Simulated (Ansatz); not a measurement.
Consider the ligand exchange at the Si–Te bond: `B[Te][SiH2]N` + `N[SiH2]S` → `N[SiH2]S[SiH2]N` + `B[TeH]`.

Gas-phase electronic energies from Ansatz, PBE0-D4/def2-TZVP geometries. CBS: MP2 limit from def2 TZ/QZ plus the TZ coupled-cluster correction, frozen cores. Functionals use def2-TZVPP. B3LYP here is the variant with VWN-RPA as its local correlation; programs differ in this. Elements past krypton have def2 core potentials. For Te outer-core shells are correlated without core-valence functions, which leaves a few kJ/mol of doubt a bond. One conformer a species, not always the lowest.

```tsv
level	ΔE (kcal/mol)
PBE-D4	-4.9
r2SCAN-D4	-5.5
B3LYP-D4	-5.3
PBE0	-4.3
```

(1) What does CCSD(T)/CBS give? (Estimate.)

Largest T1 diagnostic among the species: 0.015.

## Answers

(1) Ansatz gave: -4.9 kcal/mol. The listed levels differ from it by 0.0, -0.6, -0.4, 0.6 kcal/mol.

In def2-TZVPP, CCSD(T) changes the Hartree–Fock value by −1.3 kcal/mol (the triples alone add −0.2 kcal/mol) and MP2 by −0.7 kcal/mol. The D4 term adds −1.3 kcal/mol with B3LYP and −0.8 kcal/mol with PBE0; it sums over pairs of atoms, weighted by their polarisabilities, and B3LYP, whose exchange is more repulsive, gets the larger term.
